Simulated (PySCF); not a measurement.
Precursor series Cd Cl-Br. Isolated molecules, 0 K electronic values unless said otherwise.

All values below come from B3LYP-D3(BJ)/def2-TZVP // PBE-D3(BJ)/def2-SVP (PySCF). B3LYP has the VWN-RPA correlation part, as in Gaussian. 

| species | HOMO–LUMO gap (eV) | HOMO (eV) | charge on the central atom (Mulliken) (e) |
|---|---|---|---|
| 0 of 2 Cl replaced by Br | 5.95 | -8.62 | 0.80 |
| 1 of 2 Cl replaced by Br ([Cd(Cl)(Br)]) | 5.60 | -8.28 | 0.75 |
| 2 of 2 Cl replaced by Br ([Cd(Br)2]) | 5.41 | -8.13 | 0.71 |
